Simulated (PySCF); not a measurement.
# Vanadium: highly charged ions in a basis for the neutral atom

V¹³⁺ [Ne], V¹⁴⁺ [He] 2s2 2p5. Calculation: PySCF 2.14, in cc-pVDZ-DK (6s5p3d1f, 43 functions); scalar relativity by spin-free X2C-1e. No spin-orbit coupling, so a gap to NIST mixes the basis error with missing relativistic terms.

Changed run: basis of the neutral atom used for a highly charged ion. This setting is unsound on purpose.

```json
{"species": "V¹³⁺", "method": "UHF", "sound run (hartree)": "not run", "changed run (hartree)": "-877.07204", "converged": "yes"}
{"species": "V¹³⁺", "method": "M06-2X", "sound run (hartree)": "not run", "changed run (hartree)": "-877.50527", "converged": "yes"}
{"species": "V¹³⁺", "method": "TPSS", "sound run (hartree)": "not run", "changed run (hartree)": "-877.50069", "converged": "yes"}
{"species": "V¹⁴⁺", "method": "UHF", "sound run (hartree)": "not run", "changed run (hartree)": "-843.95344", "converged": "yes"}
{"species": "V¹⁴⁺", "method": "M06-2X", "sound run (hartree)": "not run", "changed run (hartree)": "-844.34927", "converged": "yes"}
{"species": "V¹⁴⁺", "method": "TPSS", "sound run (hartree)": "not run", "changed run (hartree)": "-844.36991", "converged": "yes"}
```

Ionisation energy of V¹³⁺:

```csv
method,changed run (eV),NIST (eV)
UHF,901.20,896 ± 0.4
M06-2X,902.22,896 ± 0.4
TPSS,901.53,896 ± 0.4
```

The contracted functions were made for the neutral atom and can be too rigid for a highly charged ion.
